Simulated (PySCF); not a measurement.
**Identify the compound**

The spectra below were simulated for a compound C$_{6}$H$_{15}$PSi$_{2}$.

$^{1}$H NMR (400 MHz, computed): δ 6.63 (m, 1H), 6.12 (m, 1H), 5.76 (m, 1H), 4.23 (m, 1H), 3.43 (d, 3H), 2.05 (m, 2H), 1.73 (m, 2H), 1.40 (m, 2H), 1.23 (m, 2H).

$^{13}$C{$^{1}$H} NMR (computed): δ 152.6 (CH), 134.4 (CH2), 32.8 (CH2), 10.6 (CH2).

[PySCF 2.14: geometry: GFN2-xTB; shieldings: GIAO PBE0/pcSseg-1; one computed conformer; rapidly exchanging positions averaged; no relativistic terms; isolated molecule]

Scale: TMS for $^{1}$H (σ = 31.72 ppm), $^{13}$C (σ = 186.93 ppm) (reference shieldings calculated alike).

**Question.** Propose a structure and justify it.

**Answer.** 
- 4 carbon signals for 6 carbons: some carbons are equivalent by symmetry or fast rotation.
- Carbon types of the structure: 1 × CH, 5 × CH2, leaving 4 H on heteroatoms.
- δC 152.6: alkene CH; as expected for a trigonal carbon in a double bond.
- δC 134.4: terminal =CH2 carbon; the olefinic region.
- δC 10.6: sp3 CH2 bonded to Si; an electropositive neighbour leaves it electron-rich and shielded.
- δH 6.63: hydrogen on an alkene CH; a vinylic proton, deshielded by the sp2 carbon and the C=C anisotropy.
- δH 6.12, 5.76: hydrogen on a terminal =CH2 carbon; a vinylic proton, deshielded by the sp2 carbon and the C=C anisotropy.
- δH 3.43: hydrogen on a silicon bonded to Si.
- δH 1.40, 1.23: hydrogen on an sp3 CH2 bonded to Si.

The compound is SMILES C=CP1CC[SiH]([SiH3])CC1.

The shifts were computed for this structure.

Splittings by $^{31}$P in the carbon and heteronuclear signals aren't shown, as no couplings were computed. Shifts are as computed. Against solution values, carbons near 30 ppm lie about +3 ppm off and those near 130 ppm about +5 ppm. Of 1211 compounds with measured shifts, 218 miss one by over three times the rms of a fit or turn the order of signals round; such compounds aren't used in these exercises. No couplings were computed; multiplicities are counted from neighbouring protons, with m where these are inequivalent, close in shift, in a saturated or five-membered ring or joined by F or P, and br s for small geminal =CH2 splittings.
